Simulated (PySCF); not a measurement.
Gas-phase reaction: B3O3H3 + 3 H ⇌ 3 BH + 3 OH

Method: PySCF energies plus ideal-gas RRHO corrections (1 bar). 'Table' is the NASA 1993 thermochemical table (part measured, part estimated). After a fit of one offset per element over all species, the range-separated, M06-2X, PBE0/def2-QZVP and CCSD(T)/def2-TZVPP enthalpies, where run, lie to one side of the table for B3O3H3 (+31 kJ/mol): a fault of the table's entry, another state or a shared error of the levels is possible; this was not checked at source. † marks an energy on the PBE0/def2-TZVP geometry and frequencies; other levels use their own. CCSD(T) freezes the core. 6-31G* has spherical d functions here. Open shells (unrestricted): H (multiplicity 2), OH (multiplicity 2, electronic degeneracy 4); the rest are closed-shell singlets. Spin-orbit splitting is ignored; it lowers the true energy and changes the entropy of OH. B3LYP is the form with VWN-RPA correlation. CCSD(T) isn't extrapolated to the basis-set limit; its ΔH°(298 K) is 1965.3 kJ in def2-SVP and 1895.0 kJ in def2-TZVPP. The harmonic model lacks anharmonicity and excited electronic states, which grow with temperature; levels with a mode under 35 cm⁻¹ are left out. The table's entry may be an old estimate for B3O3H3, BH, OH (not checked at source).

log10 K (1 bar standard state):

```tsv
T (K)	table	B3LYP/6-31G*	B3LYP/def2-TZVP†	BLYP/def2-TZVP†	CCSD(T)/def2-SVP†
500	-187.3	-191.3	-180.6	-179.2	-182.4
600	-152.3	-155.6	-146.7	-145.5	-148.2
1000	-82.5	-84.3	-79.0	-78.3	-79.9
1600	-43.6	-44.6	-41.3	-40.9	-41.9
2000	-30.8	-31.6	-29.0	-28.6	-29.4
```
Ten kJ in ΔG° is worth 1.04 decades in K at 500 K and 0.26 at 2000 K.
